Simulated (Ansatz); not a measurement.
C$_{3}$H$_{8}$AlCl$_{2}$N (`CC(C)[NH][Al]([Cl])[Cl]`), relaxed with RKS PBE-D4/def2-SVP in the Gaussian-basis code of Ansatz from a rough embedded geometry. The force threshold is 0.03 eV/Å; the program also tests the step.

Total charge 0; spin multiplicity 1.

Start:

```xyz
15

C     0.955    1.449    0.815
C    -0.025    0.450    0.215
C    -0.013    0.641   -1.282
N     0.374   -0.969    0.552
Al   -1.021   -2.230    0.432
Cl   -3.043   -1.633   -0.316
Cl   -0.659   -4.341    0.969
H     0.882    1.294    1.955
H     1.925    1.306    0.501
H     0.596    2.503    0.610
H    -1.065    0.685    0.584
H    -0.733   -0.087   -1.820
H    -0.353    1.670   -1.525
H     0.981    0.475   -1.712
H     1.200   -1.214    0.022
```

Question: By how much does the energy fall, and how many steps does the optimiser take? (Estimate.)

Answer: Ansatz gave: 19.26 kcal/mol, in 13 steps.

Question: Which bonds change most? (An estimate is asked.)

Answer: Computed: Al5–Cl6 from 2.238 to 2.107 Å; N4–Al5 from 1.884 to 1.770 Å; Al5–Cl7 from 2.208 to 2.105 Å; C1–H9 from 1.030 to 1.112 Å.

Question: Give the relaxed structure. (Best estimate.)

Answer: The calculation gave: 
```xyz
15

C     0.739    1.285    0.912
C    -0.092    0.434   -0.056
C     0.170    0.816   -1.519
N     0.136   -0.998    0.168
Al   -1.036   -2.232    0.655
Cl   -3.041   -1.674    0.982
Cl   -0.430   -4.232    0.905
H     0.516    1.015    1.964
H     1.825    1.124    0.743
H     0.536    2.368    0.778
H    -1.168    0.622    0.159
H    -0.460    0.212   -2.202
H    -0.043    1.889   -1.703
H     1.234    0.634   -1.787
H     1.114   -1.262    0.002
```
